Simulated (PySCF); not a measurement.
Computed with PBE-D3(BJ)/def2-TZVP // TPSS-D3(BJ)/def2-SVP (PySCF). All species are isolated molecules in the gas phase. 

Reference species: [Zn(F)2] (neutral, multiplicity 1).

```
Property                                                         Value
------------------------------------------------------------  --------
coordination number                                                  2
mean distance from the central atom to its bonded neighbours   1.736 Å
HOMO                                                          -8.58 eV
charge on the central atom (meta-Löwdin)                        1.37 e
```

Changed species: [Zn(Br)2] (2 of 2 F replaced by Br; the reference has 0 of 2 F replaced by Br).

### Question
Give the shifts of the coordination number, mean distance from the central atom to its bonded neighbours, HOMO and charge on the central atom (meta-Löwdin).

### Answer
the coordination number is nearly the same; the mean distance from the central atom to its bonded neighbours rises by 0.500 Å, to 2.236 Å; the HOMO rises by 1.27 eV, to -7.31 eV; the charge on the central atom (meta-Löwdin) falls by 0.24 e, to 1.13 e.
